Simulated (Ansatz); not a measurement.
Computed with Ansatz on PBE0-D4/def2-TZVP structures; ΔE is electronic, products minus reactants. CCSD(T)/CBS adds triple-zeta CCSD(T) − MP2 to the extrapolated MP2 energy (def2 sets, frozen cores). This one scheme is used for every species. Functionals use def2-TZVPP. Each species was taken in one conformer, which may not be the lowest.

`P[SiH2][AlH][Cl]` + HCl → `P[SiH2]Cl` + `[AlH2][Cl]`  (cleavage of the Si–Al bond)

Question: Is it downhill or uphill in electronic energy at CCSD(T)/CBS, and by how much? (An estimate is asked.)

Answer: Computed: Downhill: ΔE = -81.5 kJ/mol.

Question: What do these levels give: LDA (SPW92), PBE-D4, B97M-V, BHLYP-D4, BLYP, CAM-B3LYP, LC-ωPBE, RPA@PBE/def2-TZVPP, HF/def2-SVP, MP2/def2-SVP, CCSD(T)/def2-TZVPP, HF/def2-QZVPP? (Estimate.)

Answer: Computed: LDA (SPW92) -64.8, PBE-D4 -64.4, B97M-V -89.6, BHLYP-D4 -87.5, BLYP -79.9, CAM-B3LYP -89.3, LC-ωPBE -81.3, RPA@PBE/def2-TZVPP -76.3, HF/def2-SVP -95.0, MP2/def2-SVP -81.4, CCSD(T)/def2-TZVPP -77.3, HF/def2-QZVPP -103.1 kJ/mol.

Largest T1 diagnostic among the species: 0.013.

At CCSD(T), def2-SVP lies +8.6 kJ/mol from the extrapolated value and def2-TZVPP +4.1 kJ/mol. In def2-TZVPP, CCSD(T) changes the Hartree–Fock value by +24.8 kJ/mol (the triples alone add +3.0 kJ/mol) and MP2 by +14.1 kJ/mol.
